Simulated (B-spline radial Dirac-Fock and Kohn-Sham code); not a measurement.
These are calculated numbers from a radial finite-basis atomic code; the model is Dirac-Fock ΔSCF + Breit + QED. Free neutral atoms.

Task: Order these X-ray lines by photon energy, lowest first.
A. Pt Kα2
B. Ta Kβ2''
C. Pb Kα2
D. Pm Kβ2''
E. Xe Kβ2''
F. Nd Kβ2''

Result: E (34394.3 eV), F (43308.9 eV), D (44911.4 eV), A (65117.0 eV), B (66938.9 eV), C (72800.2 eV).
